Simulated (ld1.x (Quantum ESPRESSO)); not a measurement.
**Configuration tests for indium (ultrasoft)**

* Element: indium (In)
* Generator: ld1.x (Quantum ESPRESSO) 7.5
* Type: ultrasoft
* Functional: BLYP
* Relativity: fully relativistic
* Frozen core: [Kr]
* Valence charge: 13
* Reference configuration: 4d10 5s1 5p0 (charge +2)
* Partial waves: 5s (bound): rcut 1.60, rcutus 2.10 bohr; 5s channel at 1.35 Ry: rcut 1.60, rcutus 2.10 bohr; 5p (bound, empty): rcut 2.30, rcutus 2.70 bohr; 5p channel at 1.25 Ry: rcut 2.30, rcutus 2.70 bohr; 4d (bound): rcut 1.10, rcutus 1.30 bohr; 4d channel at 0.55 Ry: rcut 1.10, rcutus 1.30 bohr
* Local potential: all-electron potential smoothed inside 1.00 bohr (lloc = -1)
* Core correction: none
* Augmentation charge: PSQ, inside the norm-conserving radii

Open shells are filled in proportion to 2j + 1 (rel_dist='average').

Energies are relative to the spin-unpolarised reference configuration 4d10 5s1 5p0; without spin polarisation the order of configurations can differ from experiment.

(1) Give the all-electron excitation energy and the error of the potential for: 4d10 5s2 5p1; 4d10 5s2 5p0; 4d10 5s0 5p0; 4d9 5s2 5p2; 4d10 5s2 5p0.5; 4d9 5s0 5p0; 4d10 5s2 5p1.3.

Levels in the configuration 4d10 5s2 5p1:

| level | all-electron (eV) | pseudo (eV) |
| --- | --- | --- |
| 4d j=3/2 | -18.921 | -18.903 |
| 4d j=5/2 | -18.060 | -18.043 |
| 5s j=1/2 | -8.156 | -8.183 |
| 5p j=1/2 | -2.670 | -2.678 |
| 5p j=3/2 | -2.370 | -2.377 |

Note: ghost states, extra bound levels that the all-electron valence spectrum of the same l lacks: s at -577.8 eV, p1/2 at -319.1 eV, p3/2 at -302.5 eV. A true bound ghost makes a file unfit for plane-wave use.

Answers

(1)

```csv
valence configuration,charge,ΔE all-electron (eV),error AE − PS (meV)
4d10 5s2 5p1,0,-24.691,+30
4d10 5s2 5p0,+1,-19.323,+18
4d10 5s0 5p0,+3,28.536,+33
4d9 5s2 5p2,0,-6.535,+1.3
4d10 5s2 5p0.5,+0.5,-22.763,+25
4d9 5s0 5p0,+4,84.775,-77
4d10 5s2 5p1.3,-0.3,-25.205,+32
```
